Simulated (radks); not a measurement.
Pt2+, 76 electrons, occupied as [Xe] 4f14 5d8. Method: Dirac Kohn-Sham, PBE, spin-unpolarised, spherical densities, point nucleus; open shells are shared between the two j in proportion to 2j + 1; speed of light set to 13703.6 atomic units (100 times the physical value, a model run); computed with a radial shooting solver on a logarithmic mesh with Libxc functionals.

Unscreened Slater integrals over Kohn-Sham orbitals (eV). Large and small components are both included.

integral,value
"F0(5d5/2,5d5/2)",16.092
"F2(5d5/2,5d5/2)",8.3305
"F4(5d5/2,5d5/2)",5.5079
"F0(5d5/2,5d3/2)",16.092
"F2(5d5/2,5d3/2)",8.3305
"G2(5d5/2,5d3/2)",8.3305
"G4(5d5/2,5d3/2)",5.5079
"F0(5d5/2,5p3/2)",18.170
"F2(5d5/2,5p3/2)",9.1234
"G1(5d5/2,5p3/2)",11.208
"G3(5d5/2,5p3/2)",6.9282
"F0(5d5/2,5p1/2)",18.170
"G3(5d5/2,5p1/2)",6.9282
"F0(5d3/2,5d3/2)",16.092
"F2(5d3/2,5d3/2)",8.3305
"F0(5d3/2,5p3/2)",18.170
"F2(5d3/2,5p3/2)",9.1234
"G1(5d3/2,5p3/2)",11.208
"G3(5d3/2,5p3/2)",6.9283
"F0(5d3/2,5p1/2)",18.171
"G1(5d3/2,5p1/2)",11.208
"F0(5p3/2,5p3/2)",21.394
"F2(5p3/2,5p3/2)",11.546
"F0(5p3/2,5p1/2)",21.394
"G2(5p3/2,5p1/2)",11.546
"F0(5p1/2,5p1/2)",21.394
